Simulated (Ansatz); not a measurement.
BeGeH4 (SMILES [BeH][GeH3]) moved off its minimum; all values from Ansatz (a first-principles code), cores frozen in correlated methods.
(charge 0, multiplicity 1)
```xyz
6

Be    -1.71545    -0.93569    -0.29224
H     -2.82601    -1.36411    -0.65936
Ge     0.24941     0.17523     0.11331
H      1.49657    -0.75877     0.65917
H      0.69053     0.51975    -1.19992
H      0.24520     1.33920     0.79536
```

**Question.** Give the forces (eV/Å), the total energy and the dipole at CCSD(T)/aug-cc-pVTZ.

**Answer.** 
```json
[
 {"atom": "Be1", "Fx": "1.814", "Fy": "1.001", "Fz": "0.685"},
 {"atom": "H2", "Fx": "-1.409", "Fy": "-0.694", "Fz": "-0.433"},
 {"atom": "Ge3", "Fx": "-0.098", "Fy": "-5.945", "Fz": "-0.207"},
 {"atom": "H4", "Fx": "-1.057", "Fy": "0.668", "Fz": "-0.260"},
 {"atom": "H5", "Fx": "0.898", "Fy": "0.674", "Fz": "-2.612"},
 {"atom": "H6", "Fx": "-0.147", "Fy": "4.296", "Fz": "2.827"}
]
```
Energy -2092.5381 hartree, dipole 0.80 D.
